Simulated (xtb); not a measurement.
Sn(F)(Cl)(NH2)2 (ClFH4N2Sn), SMILES [NH2][Sn]([NH2])([F])[Cl]. All values are semi-empirical tight-binding results from xtb (GFN2-xTB unless named), good for trends rather than for accurate numbers. Coordinates come from a GFN2-xTB optimisation. The structure was generated by enumeration; whether it is a known compound was not checked. The values are those of a single conformer.

For metal compounds this method's bond lengths and energies can be far off.

Q: Estimate the properties. (An estimate is asked for; the answer gives what the named calculation found.)

A: 
orbital gap: 3.34 eV
zero-point energy: 31.3 kcal/mol
G − E(el) at 298.15 K (modified RRHO): 8.7 kcal/mol
